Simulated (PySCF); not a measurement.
C5H10N2SSi2.
Geometry (GFN2-xTB, Å), atoms numbered from 1 in this order:
```
atom  x, y, z in Å
C1    -2.946    0.745   -1.500
C2    -3.367    0.063   -0.445
Si3   -2.258   -0.886    0.745
C4    -0.468   -0.573    0.287
C5     0.299   -1.066   -0.753
C6     1.555   -0.461   -0.605
S7     3.005   -0.610   -1.537
Si8    4.086    0.756   -0.250
N9     1.567    0.347    0.447
N10    0.341    0.268    0.974
H11   -3.619    1.268   -2.161
H12   -1.899    0.808   -1.752
H13   -4.432    0.034   -0.245
H14   -2.536   -2.323    0.679
H15   -2.448   -0.388    2.117
H16    0.004   -1.758   -1.512
H17    3.460    2.063   -0.347
H18    4.152    0.170    1.077
H19    5.395    0.749   -0.900
H20    0.107    0.804    1.793
```

Probes without a nucleus sit at each ring's centroid and 1 Å off its mean plane on both sides; NICS is minus the shielding there, NICSzz its component along the normal. Level: GIAO PBE0/pcSseg-1 (PySCF, non-relativistic, gas phase) on the GFN2-xTB geometry, one conformer.

Ring bond lengths (Å), with Mayer bond orders in brackets: C4–C5 1.383 (1.44), C5–C6 1.402 (1.27), C6–N9 1.326 (1.38), N9–N10 1.336 (1.24), N10–C4 1.353 (1.11).

Question: Give the NICS values of each ring in ppm.

Answer: 
| ring | type | NICS(0) | NICS(1), two faces | NICS(1)zz, two faces | rms pucker (Å) | centre to ring atoms, mean (Å) |
| --- | --- | --- | --- | --- | --- | --- |
| C4–C5–C6–N9–N10 | 5-membered ring with 2 N; formal bonds all aromatic | -12.2 | -11.3 / -11.5 | -28.7 / -29.1 | 0.00 | 1.16 |

Question: What do they say, and how far can they be read as aromaticity?

Answer: 
- C4–C5–C6–N9–N10: mean NICS(1)zz -28.9 ppm, shielded. For a flat ring without four-coordinate atoms the NICS criterion counts such a value as aromatic.

Question: And the bond-length index? HOMA takes Krygowski's 1993 parameters.

Answer: 
- C4–C5–C6–N9–N10: HOMA 0.96; the largest term is that of N9–N10, α(R − Ropt)² = 0.10. The geometric and the magnetic index point the same way.

Question: What is the mean of the two in-plane components of NICS at the first NICS(1) probe listed for ring C4–C5–C6–N9–N10, 1 Å off the ring?

Answer: The isotropic value is a third of the trace: (3 × -11.3 − (-28.7))/2 = -2.6 ppm.

Question: How shielded are the nuclei of the rings and their hydrogens (means over atoms taken as equivalent)?

Answer: 
```
atoms                  environment  σ isotropic (ppm)  principal values of the symmetric part, first atom (ppm)
   C4  substituted aromatic carbon               49.8                                        -19.4, 22.0, 146.7
   C5           aromatic CH carbon               67.2                                        -13.3, 66.3, 148.6
   C6  substituted aromatic carbon               32.2                                        -44.6, 19.0, 122.3
   N9       pyridine-type nitrogen              -69.6                                      -263.7, -87.0, 142.0
  N10        pyrrole-type nitrogen               38.7                                        -75.2, 74.8, 116.5
  H16            aromatic hydrogen              25.08                                          21.7, 24.9, 28.6
  H20                 N–H hydrogen              22.39                                          16.1, 25.1, 25.9
```
